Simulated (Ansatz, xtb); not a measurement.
**C2H4BClF2: where a starting geometry ends**

The starting geometry of this gas-phase singlet was built from a drawn formula by distance geometry and a force field; its bonds are those of `C[C@](F)(Cl)BF`.

```
atom    x (Å)    y (Å)    z (Å)
   C  -0.5255   0.4693   1.0427
   C   0.3916  -0.1834  -0.0072
   B   0.1168  -1.7365  -0.0732
  Cl   0.0375   0.5369  -1.6139
   F   1.7358   0.0470   0.3556
   F   1.1825  -2.7038   0.1648
   H  -0.2461   0.0442   2.1044
   H  -1.5952   0.3391   0.8488
   H  -0.3339   1.5555   1.0650
   H  -0.9572  -2.1684  -0.3445
```

Question: Predict what it relaxes into with r2SCAN-D4/def2-SVP.

Answer: It keeps its bonds, and is `C[C@](F)(Cl)BF`.

The energy falls by 0.62 eV over 12 steps:

```json
{"step": "1", "E − E(last) (eV)": "0.623"}
{"step": "2", "E − E(last) (eV)": "0.235"}
{"step": "3", "E − E(last) (eV)": "0.097"}
{"step": "5", "E − E(last) (eV)": "0.029"}
{"step": "6", "E − E(last) (eV)": "0.011"}
{"step": "7", "E − E(last) (eV)": "0.004"}
{"step": "8", "E − E(last) (eV)": "0.000"}
{"step": "10", "E − E(last) (eV)": "0.000"}
{"step": "11", "E − E(last) (eV)": "0.000"}
{"step": "12", "E − E(last) (eV)": "0.000"}
```

Final geometry (Å):

```xyz
10

C    -0.5253    0.5390    1.0959
C     0.4054   -0.2515    0.2257
B     0.1430   -1.7669   -0.1378
Cl    0.1261    0.2206   -1.5752
F     1.6961    0.0275    0.5350
F     1.1850   -2.5450   -0.3676
H    -0.3610    0.2387    2.1435
H    -1.5715    0.3415    0.8280
H    -0.3182    1.6151    1.0005
H    -0.9734   -2.2189   -0.2054
```

From the same start GFN2-xTB reaches the same bonding as this run.

The end wasn't checked by frequencies. Run with Ansatz 0.2.0, 15 s on 2 threads of Intel(R) Xeon(R) 6975P-C (Granite Rapids) (shared host).
